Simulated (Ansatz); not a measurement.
`O[SiH2][SiH2]F` + NH₃ → `N[SiH2][SiH2]F` + H₂O  (ligand exchange at the Si–O bond)

Isolated molecules relaxed with PBE0-D4/def2-TZVP in Ansatz; ΔE leaves out vibrations. CCSD(T)/CBS is the MP2 limit (def2-TZVPP, def2-QZVPP) plus CCSD(T) − MP2 in def2-TZVPP, frozen cores. This one scheme is used for every species. DFT in def2-TZVPP. One conformer a species, not always the lowest.

| level | ΔE (kJ/mol) |
| --- | --- |
| B2PLYP | 42.5 |
| PBE0 | 37.3 |
| MP2/def2-TZVPP | 39.1 |
| HF/def2-QZVPP | 48.0 |

Task: What does CCSD(T)/CBS give? (Best estimate.)

Result: Ansatz gave: +37.7 kJ/mol. The listed levels differ from it by 4.8, -0.4, 1.4, 10.3 kJ/mol.

Largest T1 diagnostic among the species: 0.012.

In def2-TZVPP, CCSD(T) changes the Hartree–Fock value by −8.3 kJ/mol (the triples alone add −0.9 kJ/mol) and MP2 by −8.8 kJ/mol. The D4 term adds −3.3 kJ/mol with B3LYP and −1.8 kJ/mol with PBE0; it sums over pairs of atoms, weighted by their polarisabilities, and B3LYP, whose exchange is more repulsive, gets the larger term.

B3LYP here is the variant with VWN-RPA as its local correlation; programs differ in this.
